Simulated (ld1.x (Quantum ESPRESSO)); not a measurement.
**An all-electron radial function and its pseudo partner (Ga)**

Columns: radius, all-electron u(r) and pseudo u(r) of the 4s shell (level -26.07 eV) of gallium in the configuration [Ar] 3d10 4s1 4p0; PBE, scalar-relativistic, TM scheme, ld1.x (Quantum ESPRESSO) 7.5.

| r (bohr) | all-electron | pseudo |
| --- | --- | --- |
| 0.125 | -0.2070 | -0.0301 |
| 0.250 | -0.0257 | -0.0621 |
| 0.375 | 0.2767 | -0.0983 |
| 0.500 | 0.3613 | -0.1408 |
| 0.625 | 0.2655 | -0.1919 |
| 0.750 | 0.0840 | -0.2535 |
| 0.875 | -0.1173 | -0.3266 |
| 1.000 | -0.3037 | -0.4098 |
| 1.125 | -0.4602 | -0.4992 |
| 1.250 | -0.5825 | -0.5874 |
| 1.375 | -0.6717 | -0.6655 |
| 1.500 | -0.7310 | -0.7254 |
| 1.625 | -0.7649 | -0.7624 |
| 1.750 | -0.7776 | -0.7772 |
| 1.875 | -0.7736 | -0.7735 |
| 2.000 | -0.7562 | -0.7562 |
| 2.125 | -0.7290 | -0.7290 |
| 2.250 | -0.6945 | -0.6945 |
| 2.375 | -0.6553 | -0.6553 |
| 2.500 | -0.6132 | -0.6132 |
| 2.625 | -0.5697 | -0.5697 |
| 2.750 | -0.5260 | -0.5260 |
| 2.875 | -0.4830 | -0.4830 |
| 3.000 | -0.4414 | -0.4414 |
| 3.125 | -0.4016 | -0.4016 |
| 3.250 | -0.3640 | -0.3640 |

Task: How many radial nodes do the two functions have?

Result: The all-electron 4s function has n − l − 1 = 3 (the table is too coarse to show those close to the nucleus); the pseudo-wave has 0, since the states of the same l below it are removed with the core.

Task: At about which radius was the pseudo-wave matched?

Result: 2.00 bohr. The columns agree to 0.0005 from 1.75 bohr on; several derivatives are matched, so the curves merge somewhat inside the radius.

Task: Where does each function peak?

Result: Outermost all-electron maximum near 1.75 bohr, pseudo maximum near 1.75 bohr (to the table’s step).

Task: Is the pseudo-wave norm-conserving?

Result: Yes: the TM scheme keeps the norm inside the radius equal to the all-electron one, which fixes the energy derivative of the logarithmic derivative at the level.
